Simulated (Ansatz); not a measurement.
`C[Si](C)(O)O` + `O[SiH2][SiH2]Cl` → `C[SiH](Cl)[SiH2]O` + `C[SiH](O)O`  (formal exchange of groups at a C–Si bond)

Computed with Ansatz on PBE0-D4/def2-TZVP structures; ΔE is electronic, products minus reactants. CCSD(T)/CBS is the MP2 limit (def2-TZVPP, def2-QZVPP) plus CCSD(T) − MP2 in def2-TZVPP, frozen cores. Each species was taken in one conformer, which may not be the lowest.

```json
{"species": "`C[Si](C)(O)O`", "SCS-MP2/def2-QZVPP energy (Eh)": "-520.35834"}
{"species": "`O[SiH2][SiH2]Cl`", "SCS-MP2/def2-QZVPP energy (Eh)": "-1116.08407"}
{"species": "`C[SiH](Cl)[SiH2]O`", "SCS-MP2/def2-QZVPP energy (Eh)": "-1155.33904"}
{"species": "`C[SiH](O)O`", "SCS-MP2/def2-QZVPP energy (Eh)": "-481.10553"}
```

**Question.** Work out ΔE.

**Answer.** ΔE = (-1155.33904) + (-481.10553) − (-520.35834) − (-1116.08407) = -0.00216 Eh = -1.4 kcal/mol. CCSD(T)/CBS gives -0.9 kcal/mol.

Largest T1 diagnostic among the species: 0.011.
